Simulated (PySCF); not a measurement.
F6Ti (SMILES [F][Ti-2]([F])([F])([F])([F])[F]), charge -2, singlet, geometry from GFN2-xTB (such geometries of metal compounds can be far from the true shape); DF-SVWN5/cc-pVDZ in PySCF.

Input for PySCF:
```python
from pyscf import gto, scf, dft

mol = gto.Mole()
mol.atom = '''
    Ti   -0.000000    0.000000    0.000000
    F     1.103508   -0.457569   -1.419185
    F    -1.103508    0.457569    1.419185
    F    -1.179883    0.811629   -1.179118
    F    -0.911774   -1.604081   -0.191781
    F     0.911774    1.604081    0.191781
    F     1.179883   -0.811629    1.179118
'''
mol.basis = 'cc-pvdz'
mol.charge = -2
mol.spin = 0
mol.verbose = 4
mol.build()

mf = dft.RKS(mol)
mf.xc = 'lda,vwn'
mf.diis = False
mf.max_cycle = 100
mf = mf.density_fit(auxbasis='def2-universal-jkfit')
mf.kernel()
mf.analyze()
```

Output, abridged:

```
PySCF version 2.14.0

[INPUT] verbose = 4
[INPUT] num. atoms = 7
[INPUT] num. electrons = 78
[INPUT] charge = -2
[INPUT] spin (= nelec alpha-beta = 2S) = 0
[INPUT] symmetry False subgroup None
[INPUT] Mole.unit = angstrom
[INPUT] Symbol           X                Y                Z      unit          X                Y                Z       unit  Magmom
[...]
nuclear repulsion = 569.617504099581
number of shells = 37
number of NR pGTOs = 278
number of NR cGTOs = 127
basis = cc-pvdz
ecp = {}

******** <class 'pyscf.df.df_jk.DFRKS'> ********
method = DFRKS
initial guess = minao
damping factor = 0
level_shift factor = 0
DIIS disabled
SCF conv_tol = 1e-09
SCF conv_tol_grad = None
SCF max_cycles = 100
direct_scf = False
XC library pyscf.dft.libxc version 7.1.2
    S. Lehtola, C. Steigemann, M. J. T. Oliveira, and M. A. L. Marques,  SoftwareX 7, 1–5 (2018)
XC functionals = lda,vwn
    P. A. M. Dirac,  Math. Proc. Cambridge Philos. Soc. 26, 376 (1930)
    F. Bloch,  Z. Phys. 57, 545 (1929)
    S. H. Vosko, L. Wilk, and M. Nusair,  Can. J. Phys. 58, 1200 (1980)
radial grids:
    Treutler-Ahlrichs [JCP 102, 346 (1995); DOI:10.1063/1.469408] (M4) radial grids

becke partition: Becke, JCP 88, 2547 (1988); DOI:10.1063/1.454033
pruning grids: <function nwchem_prune>
grids dens level: 3
symmetrized grids: False
atomic radii adjust function: <function treutler_atomic_radii_adjust>
small_rho_cutoff = 0
Set gradient conv threshold to 3.16228e-05
Initial guess from minao.
tot grids = 106480
init E= -1442.93523955805
[...]
cycle= 1 E= -1442.70955391904  delta_E= 0.226  |g|= 1.57  |ddm|= 11.1
[...]
cycle= 2 E= -1425.16311958891  delta_E= 17.5  |g|= 9.23  |ddm|=   34
[...]
cycle= 3 E= -1393.55559665438  delta_E= 31.6  |g|= 8.93  |ddm|= 26.1
[...]
cycle= 4 E= -1272.772698823  delta_E=  121  |g|= 18.2  |ddm|= 1.77e+03
[...]
cycle= 5 E= -1372.30156643559  delta_E= -99.5  |g|=   14  |ddm|= 1.76e+03
[...]
cycle= 6 E= -1264.72788694725  delta_E=  108  |g|= 17.6  |ddm|= 1.96e+03
[...]
cycle= 7 E= -1371.80371660054  delta_E= -107  |g|= 14.1  |ddm|= 1.96e+03
[...]
cycle= 8 E= -1264.59210507481  delta_E=  107  |g|= 17.6  |ddm|= 1.96e+03
[...]
cycle= 9 E= -1371.79339280299  delta_E= -107  |g|= 14.1  |ddm|= 1.96e+03
[...]
cycle= 10 E= -1264.58752740549  delta_E=  107  |g|= 17.6  |ddm|= 1.96e+03
[...]
cycle= 11 E= -1371.79287105513  delta_E= -107  |g|= 14.1  |ddm|= 1.96e+03
[...]
cycle= 12 E= -1264.58723941613  delta_E=  107  |g|= 17.6  |ddm|= 1.96e+03
[...]
cycle= 13 E= -1371.79283477706  delta_E= -107  |g|= 14.1  |ddm|= 1.96e+03
[...]
cycle= 14 E= -1264.5872186611  delta_E=  107  |g|= 17.6  |ddm|= 1.96e+03
[...]
cycle= 15 E= -1371.79283212584  delta_E= -107  |g|= 14.1  |ddm|= 1.96e+03
[...]
cycle= 16 E= -1264.58721713443  delta_E=  107  |g|= 17.6  |ddm|= 1.96e+03
[...]
cycle= 17 E= -1371.79283193083  delta_E= -107  |g|= 14.1  |ddm|= 1.96e+03
[...]
cycle= 18 E= -1264.5872170231  delta_E=  107  |g|= 17.6  |ddm|= 1.96e+03
[...]
cycle= 19 E= -1371.79283191647  delta_E= -107  |g|= 14.1  |ddm|= 1.96e+03
[...]
cycle= 20 E= -1264.58721701405  delta_E=  107  |g|= 17.6  |ddm|= 1.96e+03
[...]
cycle= 21 E= -1371.79283191538  delta_E= -107  |g|= 14.1  |ddm|= 1.96e+03
[...]
cycle= 22 E= -1264.58721701481  delta_E=  107  |g|= 17.6  |ddm|= 1.96e+03
[...]
cycle= 23 E= -1371.79283191285  delta_E= -107  |g|= 14.1  |ddm|= 1.96e+03
[...]
cycle= 24 E= -1264.58721700817  delta_E=  107  |g|= 17.6  |ddm|= 1.96e+03
[...]
cycle= 25 E= -1371.79283185259  delta_E= -107  |g|= 14.1  |ddm|= 1.96e+03
[...]
cycle= 26 E= -1264.58721690386  delta_E=  107  |g|= 17.6  |ddm|= 1.96e+03
[...]
cycle= 27 E= -1371.79283035441  delta_E= -107  |g|= 14.1  |ddm|= 1.96e+03
[...]
cycle= 28 E= -1264.58721426786  delta_E=  107  |g|= 17.6  |ddm|= 1.96e+03
[...]
cycle= 29 E= -1371.79279307952  delta_E= -107  |g|= 14.1  |ddm|= 1.96e+03
[...]
cycle= 30 E= -1264.58714877922  delta_E=  107  |g|= 17.6  |ddm|= 1.96e+03
[...]
cycle= 31 E= -1371.79186738833  delta_E= -107  |g|= 14.1  |ddm|= 1.96e+03
[...]
cycle= 32 E= -1264.58552774886  delta_E=  107  |g|= 17.6  |ddm|= 1.97e+03
[...]
cycle= 33 E= -1371.76986627583  delta_E= -107  |g|= 14.1  |ddm|= 1.97e+03
[...]
cycle= 34 E= -1264.54977560291  delta_E=  107  |g|= 17.6  |ddm|= 1.99e+03
[...]
cycle= 35 E= -1371.48488476329  delta_E= -107  |g|= 14.1  |ddm|= 1.99e+03
[...]
cycle= 36 E= -1264.27865196045  delta_E=  107  |g|= 17.6  |ddm|= 2.13e+03
[...]
cycle= 37 E= -1370.72366035537  delta_E= -106  |g|= 14.2  |ddm|= 2.13e+03
[...]
cycle= 38 E= -1263.85592031532  delta_E=  107  |g|= 17.5  |ddm|= 2.3e+03
[...]
cycle= 39 E= -1370.00347390942  delta_E= -106  |g|= 14.2  |ddm|= 2.3e+03
[...]
cycle= 40 E= -1263.5912074893  delta_E=  106  |g|= 17.4  |ddm|= 2.38e+03
[...]
cycle= 41 E= -1369.66589095987  delta_E= -106  |g|= 14.2  |ddm|= 2.38e+03
[...]
cycle= 42 E= -1263.48401924088  delta_E=  106  |g|= 17.4  |ddm|= 2.39e+03
[...]
cycle= 43 E= -1369.56159032909  delta_E= -106  |g|= 14.2  |ddm|= 2.39e+03
[...]
cycle= 44 E= -1263.45333286966  delta_E=  106  |g|= 17.4  |ddm|= 2.39e+03
[...]
cycle= 45 E= -1369.53505047795  delta_E= -106  |g|= 14.2  |ddm|= 2.39e+03
[...]
cycle= 46 E= -1263.44575423678  delta_E=  106  |g|= 17.4  |ddm|= 2.39e+03
[...]
cycle= 47 E= -1369.53049176015  delta_E= -106  |g|= 14.2  |ddm|= 2.39e+03
[...]
cycle= 48 E= -1263.4440638086  delta_E=  106  |g|= 17.4  |ddm|= 2.39e+03
[...]
cycle= 49 E= -1369.53145366745  delta_E= -106  |g|= 14.2  |ddm|= 2.39e+03
[...]
cycle= 50 E= -1263.44378754905  delta_E=  106  |g|= 17.4  |ddm|= 2.39e+03
[...]
cycle= 51 E= -1369.53346208125  delta_E= -106  |g|= 14.2  |ddm|= 2.39e+03
[...]
cycle= 52 E= -1263.44382577358  delta_E=  106  |g|= 17.4  |ddm|= 2.39e+03
[...]
cycle= 53 E= -1369.53538600526  delta_E= -106  |g|= 14.2  |ddm|= 2.39e+03
[...]
cycle= 54 E= -1263.44391608326  delta_E=  106  |g|= 17.4  |ddm|= 2.39e+03
[...]
cycle= 55 E= -1369.53699432177  delta_E= -106  |g|= 14.2  |ddm|= 2.39e+03
[...]
cycle= 56 E= -1263.44400019015  delta_E=  106  |g|= 17.4  |ddm|= 2.39e+03
[...]
cycle= 57 E= -1369.53828631993  delta_E= -106  |g|= 14.2  |ddm|= 2.39e+03
[...]
cycle= 58 E= -1263.44406845177  delta_E=  106  |g|= 17.4  |ddm|= 2.39e+03
[...]
cycle= 59 E= -1369.53931116983  delta_E= -106  |g|= 14.2  |ddm|= 2.39e+03
[...]
cycle= 60 E= -1263.44412199839  delta_E=  106  |g|= 17.4  |ddm|= 2.39e+03
[...]
cycle= 61 E= -1369.54012105936  delta_E= -106  |g|= 14.2  |ddm|= 2.39e+03
[...]
cycle= 62 E= -1263.44416370458  delta_E=  106  |g|= 17.4  |ddm|= 2.39e+03
[...]
cycle= 63 E= -1369.540760588  delta_E= -106  |g|= 14.2  |ddm|= 2.39e+03
[...]
cycle= 64 E= -1263.44419621033  delta_E=  106  |g|= 17.4  |ddm|= 2.39e+03
[...]
cycle= 65 E= -1369.5412656953  delta_E= -106  |g|= 14.2  |ddm|= 2.39e+03
[...]
cycle= 66 E= -1263.44422161451  delta_E=  106  |g|= 17.4  |ddm|= 2.39e+03
[...]
cycle= 67 E= -1369.54166482066  delta_E= -106  |g|= 14.2  |ddm|= 2.39e+03
[...]
cycle= 68 E= -1263.44424152068  delta_E=  106  |g|= 17.4  |ddm|= 2.39e+03
[...]
cycle= 69 E= -1369.5419803533  delta_E= -106  |g|= 14.2  |ddm|= 2.39e+03
[...]
cycle= 70 E= -1263.44425716901  delta_E=  106  |g|= 17.4  |ddm|= 2.39e+03
[...]
cycle= 71 E= -1369.54222990804  delta_E= -106  |g|= 14.2  |ddm|= 2.39e+03
[...]
cycle= 72 E= -1263.44426949183  delta_E=  106  |g|= 17.4  |ddm|= 2.39e+03
[...]
cycle= 73 E= -1369.54242735084  delta_E= -106  |g|= 14.2  |ddm|= 2.39e+03
[...]
cycle= 74 E= -1263.44427921778  delta_E=  106  |g|= 17.4  |ddm|= 2.39e+03
[...]
cycle= 75 E= -1369.54258360915  delta_E= -106  |g|= 14.2  |ddm|= 2.39e+03
[...]
cycle= 76 E= -1263.44428690627  delta_E=  106  |g|= 17.4  |ddm|= 2.39e+03
[...]
cycle= 77 E= -1369.54270730257  delta_E= -106  |g|= 14.2  |ddm|= 2.39e+03
[...]
cycle= 78 E= -1263.44429299274  delta_E=  106  |g|= 17.4  |ddm|= 2.39e+03
[...]
cycle= 79 E= -1369.54280523615  delta_E= -106  |g|= 14.2  |ddm|= 2.39e+03
[...]
cycle= 80 E= -1263.44429781637  delta_E=  106  |g|= 17.4  |ddm|= 2.39e+03
[...]
cycle= 81 E= -1369.54288278614  delta_E= -106  |g|= 14.2  |ddm|= 2.39e+03
[...]
cycle= 82 E= -1263.44430164196  delta_E=  106  |g|= 17.4  |ddm|= 2.39e+03
[...]
cycle= 83 E= -1369.54294420225  delta_E= -106  |g|= 14.2  |ddm|= 2.39e+03
[...]
cycle= 84 E= -1263.44430468331  delta_E=  106  |g|= 17.4  |ddm|= 2.39e+03
[...]
cycle= 85 E= -1369.5429928462  delta_E= -106  |g|= 14.2  |ddm|= 2.39e+03
[...]
cycle= 86 E= -1263.44430710022  delta_E=  106  |g|= 17.4  |ddm|= 2.39e+03
[...]
cycle= 87 E= -1369.54303137693  delta_E= -106  |g|= 14.2  |ddm|= 2.39e+03
[...]
cycle= 88 E= -1263.44430902534  delta_E=  106  |g|= 17.4  |ddm|= 2.39e+03
[...]
cycle= 89 E= -1369.54306189903  delta_E= -106  |g|= 14.2  |ddm|= 2.39e+03
[...]
cycle= 90 E= -1263.44431055576  delta_E=  106  |g|= 17.4  |ddm|= 2.39e+03
[...]
cycle= 91 E= -1369.54308607822  delta_E= -106  |g|= 14.2  |ddm|= 2.39e+03
[...]
cycle= 92 E= -1263.44431177695  delta_E=  106  |g|= 17.4  |ddm|= 2.39e+03
[...]
cycle= 93 E= -1369.54310523359  delta_E= -106  |g|= 14.2  |ddm|= 2.39e+03
[...]
cycle= 94 E= -1263.44431275384  delta_E=  106  |g|= 17.4  |ddm|= 2.39e+03
[...]
cycle= 95 E= -1369.54312040974  delta_E= -106  |g|= 14.2  |ddm|= 2.39e+03
[...]
cycle= 96 E= -1263.44431353073  delta_E=  106  |g|= 17.4  |ddm|= 2.39e+03
[...]
cycle= 97 E= -1369.5431324333  delta_E= -106  |g|= 14.2  |ddm|= 2.39e+03
[...]
cycle= 98 E= -1263.4443141549  delta_E=  106  |g|= 17.4  |ddm|= 2.39e+03
[...]
cycle= 99 E= -1369.5431419598  delta_E= -106  |g|= 14.2  |ddm|= 2.39e+03
[...]
cycle= 100 E= -1263.44431465338  delta_E=  106  |g|= 17.4  |ddm|= 2.39e+03
SCF not converged.
SCF energy = -1263.44431465338
**** SCF Summaries ****
Total Energy =                       -1263.444314653381753
Nuclear Repulsion Energy =             569.617504099581424
One-electron Energy =                -3316.432558432853511
Two-electron Energy =                 1483.370739679890221
Two-electron Coulomb Energy =         1583.556060035683004
DFT Exchange-Correlation Energy =     -100.185320355792740
HOMO-LUMO gap [eV] =                     4.389722024067183
**** MO energy ****
[...]
 ** Mulliken pop on meta-lowdin orthogonal AOs  **
 ** Mulliken pop  **
 ** Mulliken atomic charges  **
charge of    0Ti =    -31.71712
charge of    1F =      5.04516
charge of    2F =      5.03396
charge of    3F =      4.33113
charge of    4F =      4.33114
charge of    5F =      5.48787
charge of    6F =      5.48786

WARN: System has nonzero charge -2; the dipole moment is origin-dependent.
Location of origin: [0. 0. 0.]

Dipole moment(X, Y, Z, Debye): 16.96123,  6.37240, 10.98549
```

Convergence was not reached.
